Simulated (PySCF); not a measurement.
# Name the molecule from its bond curve

A diatomic of charge +1 contains Cd. Its singlet curve at LC-ωPBE in a double-zeta basis (scalar-relativistic core potentials, PySCF), in eV from the separated fragments:

```csv
R (Å),E (eV)
2.158,-1.714
2.258,-1.878
2.358,-1.959
2.434,-1.980
2.509,-1.974
2.584,-1.948
2.685,-1.890
2.810,-1.792
2.961,-1.652
3.161,-1.450
```

The fit gives ωe = 342 cm⁻¹ and the rotational constant Bₑ = 0.2791 cm⁻¹.

Q: Which atom is the partner?

A: The minimum lies at 2.453 Å, so the reduced mass is 16.8576 u Å² cm⁻¹/(Bₑ·Re²) = 10.04 u. With Cd at 113.90 u the partner weighs about 11.0 u: B. The molecule is CdB⁺.
